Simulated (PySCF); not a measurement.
InF, SMILES [F][In] (connectivity only; charge and spin as stated), neutral, multiplicity 1.

Geometry optimised at r2SCAN-D4/def2-TZVP. The def2 effective core potentials stand for the cores of In; spin–orbit coupling is left out.

The numbers are results of IEF-PCM-ωB97X/def2-TZVPD (PySCF), not measurements.

The values are the electrostatic part of the solvation free energy, E(continuum) − E(gas) at the gas-phase geometry, in a cavity of scaled van der Waals radii (PySCF's table); cavitation and dispersion terms are not included. A continuum can't describe solvent molecules that bind to the metal. In vacuum the orbital gap is 9.81 eV. The dipole moment in vacuum is 3.28 D.

Question: Estimate the values in water (ε = 78.36), 1-octanol (ε = 9.86), toluene (ε = 2.37). (Estimate from the structure and the level; the computed values follow.)

Answer: 
```json
[
 {"solvent": "water", "ε": "78.36", "ΔG(elec) (kcal/mol)": "-9.4", "dipole (D)": "4.23", "gap (eV)": "10.05"},
 {"solvent": "1-octanol", "ε": "9.86", "ΔG(elec) (kcal/mol)": "-8.2", "dipole (D)": "4.11", "gap (eV)": "10.03"},
 {"solvent": "toluene", "ε": "2.37", "ΔG(elec) (kcal/mol)": "-4.5", "dipole (D)": "3.74", "gap (eV)": "9.94"}
]
```
